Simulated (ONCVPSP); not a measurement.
## Configuration tests for carbon (C) (ONCV)

* Element: C (Z = 6)
* Generator: ONCVPSP 4.0.1
* Type: optimised norm-conserving Vanderbilt (ONCV)
* Functional: PBE
* Relativity: scalar-relativistic
* Frozen core: [He]
* Valence charge: 4
* Reference configuration: 2s2 2p2
* Partial waves: 2s: rc 1.05 bohr, ncon 4, nbas 8, qcut 6 1/bohr, 2 projectors, debl 2.5 Ha; 2p: rc 2.80 bohr, ncon 4, nbas 9, qcut 4.6 1/bohr, 2 projectors, debl 2 Ha
* Local potential: polynomial inside 0.75 bohr (lpopt 5, dvloc0 6 Ha)
* Core correction: polynomial model core, fcfact 0.55

Energies are relative to the spin-unpolarised reference configuration 2s2 2p2; without spin polarisation the order of configurations can differ from experiment.

**Question.** Give the all-electron excitation energy and the error of the potential for: 2s2 2p1; 2s2 2p0; 2s1 2p0; 2s1 2p3.

**Answer.**

```csv
valence configuration,charge,ΔE all-electron (eV),error AE − PS (meV)
2s2 2p1,+1,10.861,+153
2s2 2p0,+2,35.017,+1140
2s1 2p0,+3,83.211,+2166
2s1 2p3,0,8.478,-37
```
